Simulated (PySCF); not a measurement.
Isomers of C6H16N2Si. Method used: PBE0-D3(BJ)/def2-SVP geometry optimisation, gas phase in PySCF. Energies are electronic, without zero-point or thermal terms, for one conformer each. No frequencies were run at this level. Point groups hold within 0.08 Å.

Task: Order them by energy at this level, lowest first, and give relative energies in kcal/mol.
A. `[CH3:1][N:2]([CH3:3])[SiH2:4][N:5]1[CH2:6][CH2:7][CH2:8][CH2:9]1` with C1–N2–Si4–N5 144°, N2–Si4–N5–C6 -61°, Si4–N5–C6–C7 -125°, N5–C6–C7–C8 -21°, C6–C7–C8–C9 -2°, C7–C8–C9–N5 25°
B. `[CH3:1][NH:2][SiH2:3][N:4]1[CH2:5][CH2:6][CH2:7][C@H:8]1[CH3:9]` with C1–N2–Si3–N4 -142°, N2–Si3–N4–C5 40°, Si3–N4–C5–C6 -143°, N4–C5–C6–C7 -39°, C5–C6–C7–C8 34°, C6–C7–C8–C9 -139°

Result: B (0.0), A (8.1).

As drawn, the lower has an N–H bond, which the higher lacks.

| SMILES | E (Eh) | E rel (kcal/mol) | dipole (D) | point group | A, B, C (MHz) |
| --- | --- | --- | --- | --- | --- |
| CN[SiH2]N1CCC[C@H]1C | -636.44701 | 0.0 | 1.40 | C1 | 2492, 804.9, 657.9 |
| CN(C)[SiH2]N1CCCC1 | -636.43413 | 8.1 | 0.82 | C1 | 3009, 715.9, 701.8 |
